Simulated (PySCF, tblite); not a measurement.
Isomers of C4H12N2Si3. All values are computed: GFN2-xTB (tblite) harmonic vibrations without scaling, gas phase. Errors from tens to a few hundred cm⁻¹ against measured bands are possible. Modes of hydrogen on silicon can be 10 to 20 % off. One conformer each.

Electronic energies: PBE0/pcSseg-1 single points on the GFN2-xTB geometries (PySCF, gas phase).

```tsv
SMILES	electronic energy, lowest = 0 (kcal/mol)
[SiH3]N([SiH3])c1ccn([SiH3])c1	22.1
C[Si@@H]1[C@H](CC#N)[SiH2]N1[SiH3]	0.0
N#CCC[SiH2]N1[SiH2]C[SiH2]1	0.6
N#CCC[Si@H]1C[SiH2]N1[SiH3]	0.7
```

Q: How do GFN2-xTB zero-point energies change the relative energies?

A: 
| SMILES | ZPE (kcal/mol) | of it from modes above 1550 cm⁻¹ | electronic (kcal/mol) | with ZPE, lowest = 0 (kcal/mol) | lowest mode (cm⁻¹) | rings |
| --- | --- | --- | --- | --- | --- | --- |
| C[Si@@H]1[C@H](CC#N)[SiH2]N1[SiH3] | 90.4 | 48.3 | 0.0 | 0.0 | 15i | 1 |
| N#CCC[SiH2]N1[SiH2]C[SiH2]1 | 90.9 | 48.2 | 0.6 | 1.0 | 17 | 1 |
| N#CCC[Si@H]1C[SiH2]N1[SiH3] | 91.0 | 48.3 | 0.7 | 1.3 | 30 | 1 |
| [SiH3]N([SiH3])c1ccn([SiH3])c1 | 87.2 | 44.8 | 22.1 | 18.9 | 24 | 1 |

The zero-point energies span 3.8 kcal/mol, from `[SiH3]N([SiH3])c1ccn([SiH3])c1` to `N#CCC[Si@H]1C[SiH2]N1[SiH3]`. Slightly imaginary modes are left out of the zero-point energy: `C[Si@@H]1[C@H](CC#N)[SiH2]N1[SiH3]` 15.4i cm⁻¹. The order is unchanged.

Q: And how do the electronic energies of GFN2-xTB itself compare?

A: `C[Si@@H]1[C@H](CC#N)[SiH2]N1[SiH3]` 51.0; `N#CCC[SiH2]N1[SiH2]C[SiH2]1` 52.1; `N#CCC[Si@H]1C[SiH2]N1[SiH3]` 51.7; `[SiH3]N([SiH3])c1ccn([SiH3])c1` 0.0 kcal/mol, lowest = 0. Against the energies above, taken from the same isomer `C[Si@@H]1[C@H](CC#N)[SiH2]N1[SiH3]`, the largest difference is 73.1 kcal/mol.
